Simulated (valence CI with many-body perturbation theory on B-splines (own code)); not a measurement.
# E1 transitions of Te⁴⁷⁺

Level of theory: configuration interaction combined with many-body perturbation theory (CI+MBPT): three valence electrons over a frozen Dirac-Fock core [He], a basis of 11 s, 11 p, 10 d, 8 f, 5 g, 2 h functions for each j, with the one-electron correlation potential Σ1, the two-electron term Σ2, the three-electron term Σ3, Breit, model QED; selected CI, second order for the rest, scaled by the run's own slope (own B-spline code, finite nucleus).

No measured spectrum was set against this ion. As an estimate, large intervals hold to a few tenths of a per cent, small ones and those within an open d or f shell to about a per cent.

Lines 51 to 100 of 484 in falling wavelength, among levels below 55697 × 10³ cm⁻¹, chosen from the strongest by gf and those to the six lowest levels. Wavelengths and rates use the calculated energies. Electric multipoles are in the length gauge, E1 and E2 with the static RPA response of the core. Weak lines are less certain than strong ones. Lines between different terms over intervals too small for the method are left out, as are lines whose strength nearly cancels. The highest levels of a list are the least certain.

Levels are named by their leading jj configuration (3d3/2^4 stands for four electrons in 3d with j = 3/2), which in mixed levels can hold well under half, so a name can repeat and another be missing. Letters in brackets count levels of one name in rising energy.

```
λ vac (nm)                          Upper                          Lower   A (s⁻¹)  S (a.u.) with core polarisation  S without
     11.04      (2p1/2 2p3/2 3p3/2) J=7/2     (2s 2p3/2 3p3/2) J=5/2 [b]  2.41e+10                         1.28e-01   1.28e-01
     10.27  (2p1/2 2p3/2 3p3/2) J=5/2 [b]     (2s 2p3/2 3p3/2) J=3/2 [b]  1.49e+10                         4.78e-02   4.79e-02
     10.25         (2s 2p1/2 3p3/2) J=5/2             (2s^2 3p3/2) J=3/2  1.77e+10                         5.66e-02   5.66e-02
     10.23          (2p3/2^2 3p3/2) J=5/2             (2p3/2^2 3s) J=3/2  1.97e+10                         6.25e-02   6.25e-02
     10.17     (2s 2p3/2 3p3/2) J=3/2 [a]        (2s 2p3/2 3s) J=3/2 [a]  2.46e+10                         5.11e-02   5.11e-02
     10.02          (2p3/2^2 3p3/2) J=1/2             (2p3/2^2 3s) J=3/2  3.94e+10                         3.91e-02   3.91e-02
     9.981  (2p1/2 2p3/2 3d3/2) J=5/2 [a]  (2p1/2 2p3/2 3p1/2) J=3/2 [a]  2.13e+10                         6.27e-02   6.27e-02
     9.977          (2p3/2^2 3d3/2) J=5/2          (2p3/2^2 3p1/2) J=5/2  1.48e+10                         4.36e-02   4.36e-02
     9.974          (2p1/2^2 3d3/2) J=3/2          (2p1/2^2 3p1/2) J=1/2  3.18e+10                         6.23e-02   6.23e-02
     9.963     (2s 2p3/2 3d3/2) J=5/2 [a]     (2s 2p3/2 3p1/2) J=3/2 [a]  1.29e+10                         3.77e-02   3.77e-02
     9.841  (2p1/2 2p3/2 3p3/2) J=3/2 [a]         (2p1/2 2p3/2 3s) J=1/2  2.01e+10                         3.78e-02   3.78e-02
     9.839      (2p3/2^2 3d3/2) J=3/2 [a]          (2p3/2^2 3p1/2) J=3/2  2.40e+10                         4.51e-02   4.51e-02
     9.794         (2s 2p3/2 3d3/2) J=7/2         (2s 2p3/2 3p1/2) J=5/2  2.45e+10                         9.08e-02   9.08e-02
     9.774          (2p3/2^2 3d3/2) J=7/2          (2p3/2^2 3p1/2) J=5/2  3.13e+10                         1.15e-01   1.15e-01
     9.763          (2p3/2^2 3d3/2) J=5/2          (2p3/2^2 3p1/2) J=3/2  1.40e+10                         3.87e-02   3.87e-02
     9.620          (2p3/2^2 3p3/2) J=5/2             (2p3/2^2 3s) J=5/2  2.42e+10                         6.39e-02   6.39e-02
     9.606     (2s 2p1/2 3d3/2) J=3/2 [a]     (2s 2p1/2 3p1/2) J=1/2 [a]  2.93e+10                         5.13e-02   5.13e-02
     9.597          (2p3/2^2 3p3/2) J=7/2             (2p3/2^2 3s) J=5/2  5.06e+10                         1.77e-01   1.77e-01
     9.587      (2p1/2 2p3/2 3d3/2) J=7/2      (2p1/2 2p3/2 3p1/2) J=5/2  2.23e+10                         7.75e-02   7.75e-02
     9.529     (2s 2p1/2 3p3/2) J=3/2 [b]        (2s 2p1/2 3s) J=1/2 [b]  2.65e+10                         4.53e-02   4.53e-02
     9.481         (2s 2p1/2 3d3/2) J=5/2         (2s 2p1/2 3p1/2) J=3/2  2.19e+10                         5.53e-02   5.53e-02
     9.468  (2p1/2 2p3/2 3p3/2) J=5/2 [a]     (2p1/2 2p3/2 3s) J=3/2 [a]  4.63e+10                         1.16e-01   1.16e-01
     9.467          (2p1/2^2 3p3/2) J=3/2             (2p1/2^2 3s) J=1/2  5.50e+10                         9.22e-02   9.22e-02
     9.438     (2s 2p3/2 3d3/2) J=5/2 [b]     (2s 2p3/2 3p1/2) J=3/2 [b]  3.64e+10                         9.06e-02   9.06e-02
     9.311             (2s^2 3d3/2) J=3/2             (2s^2 3p1/2) J=1/2  3.45e+10                         5.50e-02   5.50e-02
     9.247      (2p1/2 2p3/2 3p3/2) J=7/2         (2p1/2 2p3/2 3s) J=5/2  2.31e+10                         7.20e-02   7.20e-02
     9.219     (2s 2p3/2 3p3/2) J=5/2 [a]        (2s 2p3/2 3s) J=3/2 [a]  2.14e+10                         4.96e-02   4.96e-02
     9.164      (2p3/2^2 3d3/2) J=3/2 [b]          (2p3/2^2 3p1/2) J=1/2  2.22e+10                         3.37e-02   3.37e-02
     9.145         (2s 2p3/2 3p3/2) J=7/2            (2s 2p3/2 3s) J=5/2  5.46e+10                         1.65e-01   1.65e-01
     9.136      (2p3/2^2 3p3/2) J=3/2 [b]             (2p3/2^2 3s) J=1/2  5.38e+10                         8.10e-02   8.10e-02
     9.018  (2p1/2 2p3/2 3p3/2) J=3/2 [b]     (2p1/2 2p3/2 3s) J=3/2 [b]  3.15e+10                         4.56e-02   4.56e-02
     8.970         (2s 2p1/2 2p3/2) J=5/2             (2s^2 2p3/2) J=3/2  3.73e+09                         7.96e-03   7.98e-03
     8.926     (2s 2p3/2 3p3/2) J=5/2 [b]        (2s 2p3/2 3s) J=3/2 [b]  5.67e+10                         1.19e-01   1.20e-01
     8.650     (2s 2p1/2 3p3/2) J=3/2 [a]        (2s 2p1/2 3s) J=1/2 [a]  5.99e+10                         7.65e-02   7.65e-02
     8.492  (2p1/2 2p3/2 3p3/2) J=5/2 [b]     (2p1/2 2p3/2 3s) J=3/2 [b]  2.27e+10                         4.13e-02   4.13e-02
     8.372             (2s^2 3p3/2) J=3/2                (2s^2 3s) J=1/2  6.74e+10                         7.81e-02   7.81e-02
     8.280         (2s 2p1/2 3p3/2) J=5/2            (2s 2p1/2 3s) J=3/2  4.63e+10                         7.79e-02   7.79e-02
     8.173     (2s 2p3/2 3p3/2) J=5/2 [a]            (2s 2p3/2 3s) J=5/2  2.76e+10                         4.46e-02   4.46e-02
     8.171     (2s 2p3/2 3p3/2) J=1/2 [b]            (2s 2p3/2 3s) J=1/2  6.07e+10                         3.27e-02   3.27e-02
     8.167     (2s 2p3/2 3p3/2) J=3/2 [b]            (2s 2p3/2 3s) J=1/2  4.77e+10                         5.13e-02   5.13e-02
     8.161  (2p1/2 2p3/2 3p3/2) J=5/2 [b]         (2p1/2 2p3/2 3s) J=5/2  3.90e+10                         6.28e-02   6.29e-02
     8.117     (2s 2p1/2 3p3/2) J=3/2 [b]            (2s 2p1/2 3s) J=3/2  3.76e+10                         3.97e-02   3.98e-02
     8.039             (2s 2p1/2^2) J=1/2             (2s^2 2p1/2) J=1/2  8.24e+09                         4.23e-03   4.24e-03
     7.946      (2p3/2^2 3p3/2) J=3/2 [a]             (2p3/2^2 3s) J=3/2  7.16e+10                         7.09e-02   7.09e-02
     7.759  (2p1/2 2p3/2 3p3/2) J=1/2 [b]     (2p1/2 2p3/2 3s) J=3/2 [b]  6.56e+10                         3.02e-02   3.03e-02
     7.465          (2p1/2^2 2p3/2) J=3/2     (2s 2p1/2 2p3/2) J=3/2 [b]  8.04e+09                         6.61e-03   6.62e-03
     7.432          (2p1/2^2 4f7/2) J=7/2         (2s 2p1/2 4f7/2) J=9/2  1.64e+10                         2.65e-02   2.66e-02
     6.658     (2s 2p1/2 2p3/2) J=3/2 [b]             (2s^2 2p3/2) J=3/2  5.04e+09                         2.93e-03   2.94e-03
     5.791          (2p1/2^2 2p3/2) J=3/2         (2s 2p1/2 2p3/2) J=5/2  4.15e+10                         1.59e-02   1.59e-02
     5.070          (2p1/2^2 2p3/2) J=3/2     (2s 2p1/2 2p3/2) J=3/2 [a]  1.43e+10                         3.69e-03   3.69e-03
```
